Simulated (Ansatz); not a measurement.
Species: sum formula VO$_{2}$Cl (charge 0, singlet). 
Geometry from a B3LYP-D3(BJ)/def2-TZVP (Ansatz, a program for electronic structure) optimisation:
```xyz
4

V      0.2939    -0.0670     0.3561
O      1.6744    -0.6674    -0.1273
O     -0.3435    -0.9787     1.4796
Cl    -1.0239     0.8652    -1.1182
```

Wanted: vertical electron affinity (to the doublet state of charge -1; a negative value means that the extra electron is unbound and the number depends on the basis; each state is the SCF solution reached for its spin; for the doublet T1 is 0.046; for the singlet the Hartree-Fock reference is unstable and T1 is 0.042), in eV. Cores are frozen in the correlated levels unless marked. Open shells are spin-unrestricted. No spin-orbit coupling. The frozen core is the preceding noble-gas configuration, with the filled d and f shells of earlier blocks. Non-relativistic. Anions need diffuse functions: def2-D sets add few. CBS marks a two-point X^-3 extrapolation of the correlation energy; Hartree-Fock from the larger set. The program attaches cautions to a run behind HF/def2-SVPD: large difference. The program attaches cautions to a run behind HF/def2-TZVPPD: large difference. The program attaches cautions to a run behind MP2/def2-SVPD: large difference. The program attaches cautions to a run behind RI-MP2/CBS(def2-TZVPPD,def2-QZVPPD): large difference. The program attaches cautions to a run behind SCS-MP2/def2-SVPD: large difference. The program attaches cautions to a run behind CCSD(T)/def2-SVPD: large difference.

| level | program | vertical electron affinity (eV) |
|---|---|---|
| HF/def2-SVPD | Ansatz | 4.21 |
| HF/def2-TZVPPD | Ansatz | 3.90 |
| HF/def2-QZVPPD | Ansatz | 3.90 |
| SVWN5/def2-TZVPD | Ansatz | 2.54 |
| PBE/def2-TZVPD | Ansatz | 2.37 |
| r2SCAN/def2-TZVPD | Ansatz | 2.59 |
| PBE0/def2-TZVPD | Ansatz | 2.83 |
| wB97M-V/def2-TZVPD | Ansatz | 2.92 |
| wB97X-V/def2-TZVPD | Ansatz | 2.90 |
| wB97X/def2-TZVPD | Ansatz | 2.89 |
| MP2/def2-SVPD | Ansatz | 0.74 |
| RI-MP2/CBS(def2-TZVPPD,def2-QZVPPD) | Ansatz | 0.95 |
| SCS-MP2/def2-SVPD | Ansatz | 0.98 |
| CCSD(T)/def2-SVPD | Ansatz | 2.49 |
